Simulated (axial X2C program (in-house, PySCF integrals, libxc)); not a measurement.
**What spin–orbit coupling does to ZrH**

All values were computed with an in-house relativistic program for diatomic molecules. Spin-free means the one-electron spin-free X2C Hamiltonian; two-component (2c) means X2C with spin–orbit coupling and atomic mean-field two-electron Coulomb and Gaunt terms, so the difference of the two also holds small scalar two-electron terms. Basis: Zr dyall-cv3z [11s12p9d6f3g], H dyall-v3z [6s2p1d] (cores contracted in-house); Gaussian nuclei, density fitting, unrestricted open shells. Masses: Zr 89.905 u, H 1.008 u.

Spin-free state: M_S = 3/2, Λ = 0 (beyond evenly filled blocks: σα, δ+α, δ-α); fragments Zr + H.

```json
{"level": "PBE0", "Re (Å)": "1.868", "ωe (cm⁻¹)": "1607.5", "De (eV)": "2.757", "μ (D)": "-3.06"}
{"level": "HF", "Re (Å)": "1.914", "ωe (cm⁻¹)": "1562.9", "De (eV)": "n/a", "μ (D)": "-3.34"}
{"level": "MP2", "Re (Å)": "1.861", "ωe (cm⁻¹)": "1649.9", "De (eV)": "2.141", "μ (D)": "n/a"}
{"level": "r2SCAN0", "Re (Å)": "1.869", "ωe (cm⁻¹)": "1614.8", "De (eV)": "2.758", "μ (D)": "-3.38"}
```

Correlated methods: 13 electrons correlated (number of frozen shells: Zr 3 s, 2 p, 1 d; H none), 241 virtual spin orbitals or spinors in MP2.

Dipoles are positive if H is the positive end.

Two-component determinant lowest at the distance of the search:

Ω = 3/2 (⟨Sz⟩ = -1.50, ⟨Lz⟩ = 3.00 at HF); fragments Zr + H.

| level | Re (Å) | ωe (cm⁻¹) | μ (D) |
| --- | --- | --- | --- |
| PBE0 | 1.856 | 1596.6 | -2.44 |
| HF | 1.924 | 1517.2 | -2.25 |
| MP2 | 1.855 | 1620.6 | n/a |
| r2SCAN0 | 1.857 | 1608.5 | -2.42 |

(1) From the two tables, how do the constants change at the MP2 level (2c against spin-free)?

One determinant describes the state; a PBE0 search over occupations chose it and may have missed a lower one. De is counted from the lowest determinant-based energies of the atoms at the same level, without counterpoise correction. De is not given where an atomic determinant may have missed its ground term or J level, or where the truncated virtual space spoils (T). Density functionals use the spin component along the axis (collinear). Other states lie close and PBE0, whose exact exchange favours high spin, may order them wrongly; the determinant shown need not be the ground state. The nearest other spin-free determinant of the search, M_S = 3/2, Λ = 3, lies 0.006 eV up at the distance of the search. Without a current term, density functionals place determinants with orbital angular momentum somewhat too high. With several unpaired electrons one determinant need not be a pure state.

## Answers

(1) At the MP2 level Re goes down by 0.006 Å and ωe drops by 29.3 cm⁻¹. The two determinants differ in configuration, so these shifts compare two states and are not the spin–orbit effect on one state.
